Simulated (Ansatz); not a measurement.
```yaml
crystal:
  periodic: [false, false, false]
  atoms:
    - {symbol: O, position_ang: [0.883038, -0.997584, 1.311479]}
    - {symbol: C, position_ang: [0.000714, -1.248825, 0.565324]}
    - {symbol: O, position_ang: [-0.538096, -0.398617, -0.361841]}
    - {symbol: C, position_ang: [-0.037979, 0.878257, -0.471195]}
    - {symbol: F, position_ang: [-0.729375, 1.471363, -1.427821]}
    - {symbol: F, position_ang: [-0.188702, 1.561890, 0.650810]}
    - {symbol: F, position_ang: [1.241120, 0.877186, -0.807085]}
    - {symbol: H, position_ang: [-0.538620, -2.200771, 0.484530]}
basis:
  gaussian: {orbitals: def2-TZVP}
hamiltonian: {xc: {name: HF}}
accuracy: high
scf: {lower_state_search: full}
output: {forces: true}
```

```sh
$ ansatz run in.yaml --threads 4 --pin off --events-out ev --progress --plain --max-ram 10444MiB
```

It prints (some lines left out):

```
Functional definition: HF
3947 factors; integrals over basis functions are off by at most 1.1e-8 eV
mean field evaluation 1: about -14269.0502 eV, gradient 5.9e1 eV
mean field evaluation 2: about -14269.2402 eV, gradient 5.9e1 eV
mean field evaluation 4: about -14275.2202 eV, gradient 5.1e0 eV
mean field evaluation 8: about -14275.3095 eV, gradient 5.5e-1 eV
mean field evaluation 16: about -14275.3116 eV, gradient 2.6e-7 eV
mean field -14275.31164771 eV, -524.6080268995 hartree, gradient 1.8e-8 eV, S^2 0.000000; 0 other end points of the search recorded, 0 dependent functions left out
reference -14275.31164771 eV, -524.6080268995 hartree; 28, 28 occupied and 195, 195 virtual orbitals, 3947 factors
Total energy: -14275.31164771 eV, -524.6080268995 hartree
Atom 0 at     0.883038    -0.997584     1.311479 Å, force    -1.616528    -0.407120    -1.392187 eV/Å
Atom 1 at     0.000714    -1.248825     0.565324 Å, force     0.806951     0.307173     0.647917 eV/Å
Atom 2 at    -0.538096    -0.398617    -0.361841 Å, force     0.941987     0.616493     0.632833 eV/Å
Atom 3 at    -0.037979     0.878257    -0.471195 Å, force    -0.033110     0.217908    -0.134179 eV/Å
Atom 4 at    -0.729375     1.471363    -1.427821 Å, force     0.760667    -0.545274     1.002047 eV/Å
Atom 5 at    -0.188702     1.561890     0.650810 Å, force     0.169708    -0.679782    -1.218541 eV/Å
Atom 6 at     1.241120     0.877186    -0.807085 Å, force    -1.362265     0.053507     0.342753 eV/Å
Atom 7 at    -0.538620    -2.200771     0.484530 Å, force     0.332591     0.437096     0.119355 eV/Å
Dipole moment:    -0.322898    -0.371002    -0.142040 e Å
```

Hardware: 4 threads of an AMD EPYC 9R45 on a shared host. Wall time 5.5 s, peak host memory 1.4 GiB.
